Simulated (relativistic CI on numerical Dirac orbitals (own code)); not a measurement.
Method of calculation: Dirac-Coulomb-Breit CI, orbitals from a KLI potential per configuration, model QED, unscaled Slater integrals (own radial code, finite nucleus).

The strongest absorption lines from the ground level of an ion, among the configurations computed and to levels below about 745 eV (vacuum wavelength in nm, gf): 2.3059 (0.79), 3.0271 (0.047), 3.0322 (0.022), 3.2942 (0.041), 3.4276 (0.88), 3.4493 (0.065), 3.5222 (1.1), 3.5938 (0.26).

(1) Which ion is it?
A. Tm XLVII
B. Tb XLV
C. Tm XLIX
D. Pm XLI

Answers

(1) C. Tm XLIX has 21 electrons and the ground level 3s2 3p6 3d3 4F_3/2; the strongest line goes to 3s2 3p5 3d4 4G°_5/2. The pattern of lines fixes the number of electrons, and along that sequence the line energies rise steadily with the charge (about as its square where n changes within one kind of shell, about linearly where n is kept but much faster in heavy ions where fine structure, which grows about as Z⁴, sets the gap, and irregularly where shells cross), which fixes Z. Configurations outside the model, such as inner-shell arrays, can give stronger lines. At this charge energies of transitions that change n are usually good to better than 1 %, and those within a shell (Δn = 0) to a few per cent.

LS names give the leading component of a level, which can be under half, so a name can repeat, a term be missing and a line seem to break the LS rules.
